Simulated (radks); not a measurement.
The mercury ion Hg42+, configuration [Kr] 4d2. Method: scalar-relativistic Kohn-Sham, exchange-only LDA, spin-polarised, spherical densities, finite nucleus; open shells are filled with parallel spins first (spin-orbit coupling, left out, can overturn this in heavy ions); Fermi nuclear charge, rms radius 5.4648 fm; computed with a radial shooting solver on a logarithmic mesh with Libxc functionals. Some entries of the table are withheld. Estimate them.

orbital,occ.,eigenvalue (eV),<r^2> (bohr^2),<r> (bohr)
1s up,1,-85040.01,0.0003814,0.01660
1s down,1,-85039.90,0.0003814,0.01660
2s up,1,-16699.55,0.005797,0.06994
2s down,1,-16697.01,0.005797,0.06994
2p up,3,-14683.17,0.004893,0.06326
2p down,3,-14681.00,0.004893,0.06326
3s up,1,-5407.366,0.03659,0.1790
3s down,1,-5405.530,0.03657,0.1789
3p up,3,-4822.333,0.03741,0.1797
3p down,3,-4820.375,0.03738,0.1797
3d up,5,-4220.303,0.03066,(1)
3d down,5,-4217.896,0.03064,(2)
4s up,1,-2460.594,0.1480,0.3628
4s down,1,-2453.844,0.1480,0.3628
4p up,3,-2244.793,0.1592,0.3751
4p down,3,-2238.127,0.1593,0.3752
4d up,2,-2008.265,0.1590,0.3730
4d down,0,-2001.598,0.1592,0.3731

Answer. 
(1) 3d up <r> (bohr): 0.1622
(2) 3d down <r> (bohr): 0.1622
